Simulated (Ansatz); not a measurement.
Process, species as SMILES: [F][Ga] (F-Ga) (closed-shell singlet) → F atom + Ga atom
B3LYP-D3(BJ)/def2-TZVP geometries, fixed; electronic energies without zero-point terms.

Energies in hartree at MP2 with Ansatz (an electronic-structure program); the atomisation energy is their sum with the coefficients shown, times 627.509 kcal/mol a hartree. All functions are spherical. Cores are frozen (with 3d on Ga to Br). Open shells are unrestricted. No added dispersion term, no relativity.

```tsv
species	coefficient	part	cc-pVDZ	cc-pVTZ	cc-pVQZ
[F][Ga] (F-Ga) (closed-shell singlet)	-1	Hartree-Fock	-2022.71437	-2022.82051	-2022.83327
[F][Ga] (F-Ga) (closed-shell singlet)	-1	correlation	-0.23665	-0.31176	-0.34036
F atom	+1	Hartree-Fock	-99.37524	-99.40552	-99.41377
F atom	+1	correlation	-0.14060	-0.19983	-0.22144
Ga atom	+1	Hartree-Fock	-1923.19220	-1923.26189	-1923.26422
Ga atom	+1	correlation	-0.02898	-0.03338	-0.03604
```

Problem. Predict the atomisation energy in cc-pV5Z (X = 5): let each Hartree-Fock step shrink by the ratio of the last two, and fit each correlation energy at X = 3 and 4 to E + A/X^3. Compare with the run.

Solution. 
- [F][Ga] (F-Ga) (closed-shell singlet): steps -0.10614 and -0.01276, ratio 0.120, so Hartree-Fock -2022.83480 (run: -2022.83584); A = (-0.31176 - (-0.34036))/(1/27 - 1/64) = 1.3357, correlation -0.34036 - A/64 + A/125 = -0.35054 (run: -0.35241).
- F atom: steps -0.03028 and -0.00825, ratio 0.272, so Hartree-Fock -99.41601 (run: -99.41605); A = (-0.19983 - (-0.22144))/(1/27 - 1/64) = 1.0092, correlation -0.22144 - A/64 + A/125 = -0.22914 (run: -0.23068).
- Ga atom: steps -0.06969 and -0.00233, ratio 0.033, so Hartree-Fock -1923.26430 (run: -1923.26444); A = (-0.03338 - (-0.03604))/(1/27 - 1/64) = 0.1242, correlation -0.03604 - A/64 + A/125 = -0.03699 (run: -0.03702).
Predicted 149.91 kcal/mol; the run in cc-pV5Z gives 150.64, a miss of -0.73. Keeping the value in cc-pVQZ, 149.45, would miss by -1.19. All sums are of the energies as printed.
